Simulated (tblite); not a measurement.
Species: C₇H₁₄N₂.
Cartesian coordinates in Å at the GFN2-xTB level; atoms count from 1:
```xyz
23
C7H14N2 angstrom
C      3.0946   -0.9417   -0.1236
N      2.2742   -0.2089   -0.7471
N      1.5703    0.7668   -0.3102
C      0.3406    0.9340   -0.0661
C     -0.0883    2.3462    0.1908
C     -0.6742   -0.2056   -0.0127
C     -0.2796   -1.1648    1.1206
C     -0.6428   -0.9493   -1.3545
C     -2.0981    0.2922    0.2417
H      3.2072   -0.9579    0.9587
H      3.7200   -1.5936   -0.7099
H      0.7757    3.0014    0.1259
H     -0.8275    2.6642   -0.5417
H     -0.5299    2.4411    1.1807
H     -0.2429   -0.6351    2.0708
H      0.6945   -1.6090    0.9344
H     -1.0094   -1.9678    1.2014
H      0.3604   -1.3061   -1.5764
H     -0.9555   -0.2872   -2.1595
H     -1.3148   -1.8042   -1.3270
H     -2.1756    0.8000    1.1996
H     -2.4254    0.9698   -0.5425
H     -2.7783   -0.5574    0.2566
```

Level: GFN2-xTB in tblite, geometry and Hessian alike; calculated harmonic values, unscaled, isolated species. The method is semi-empirical: single wavenumbers can be off by several per cent or more. One conformer, not necessarily the lowest.

Harmonic wavenumbers (cm⁻¹): 35.8, 124.4, 149.5, 168.1, 195.1, 224.5, 239.5, 246.2, 292.9, 298.5, 325.6, 373.9, 392.8, 418.6, 476.4, 545.8, 576.6, 683.1, 749.9, 856.2, 883.3, 960.6, 961.4, 965.0, 966.3, 1005.4, 1036.9, 1040.4, 1105.6, 1145.3, 1177.4, 1223.9, 1246.8, 1276.0, 1388.5, 1405.2, 1407.9, 1419.5, 1430.1, 1468.7, 1472.3, 1490.6, 1495.5, 1498.1, 1504.8, 1514.6, 1515.8, 1684.6, 1774.7, 2953.1, 3012.6, 3020.5, 3021.4, 3025.7, 3026.0, 3028.9, 3031.4, 3040.7, 3041.2, 3045.4, 3051.1, 3057.3, 3104.5.

A = 2293, B = 1289, C = 1039 MHz; mass 126.116 u (most abundant isotopes); point group C1, symmetry number 1.

Zero-point energy?

½Σν̃ = 43649 cm⁻¹ = 522.16 kJ/mol.

What is S at 200 K and 1 bar for an ideal gas of classical rigid rotors and harmonic oscillators?

Translation 160.88, rotation 116.52, vibration 84.91: S = 362.3 J/(mol K).

And Cp and H(200 K) − H(0)?

Cp = 136.86 J/(mol K), of which vibrations give 103.60 (their classical limit is 63 R = 523.8); H(200 K) − H(0) = 16.49 kJ/mol without the zero-point energy, 9.84 from vibrations.

How do the functions run with temperature in this model?

```tsv
T (K)	S (J/(mol K))	Cp (J/(mol K))	H − H(0) (kJ/mol)	G − H(0) (kJ/mol)	ln q(vib)
50	242.3	50.3	2.00	-10.11	0.50
100	287.1	83.3	5.33	-23.38	1.52
298.15	425.5	182.7	32.17	-94.69	7.24
373.15	470.3	217.6	47.19	-128.29	9.49
500	541.6	271.3	78.29	-192.53	13.28
750	667.8	350.9	156.72	-344.09	20.53
1000	776.6	405.1	251.63	-524.96	27.34
```

q(vib) and H(0) count from the zero-point level.

Which modes carry the vibrational entropy at 200 K?

35.8 cm⁻¹: 19.62; 124.4 cm⁻¹: 9.51; 149.5 cm⁻¹: 8.10; 168.1 cm⁻¹: 7.22; 195.1 cm⁻¹: 6.15; 224.5 cm⁻¹: 5.18 J/(mol K); the other 57 give 29.14 together.

Hindered rotation and anharmonicity are outside this model. Other conformers, if any are populated, would add a mixing term that is left out. The structure is chiral; the term R ln 2 for an equal mix with its mirror image is left out.
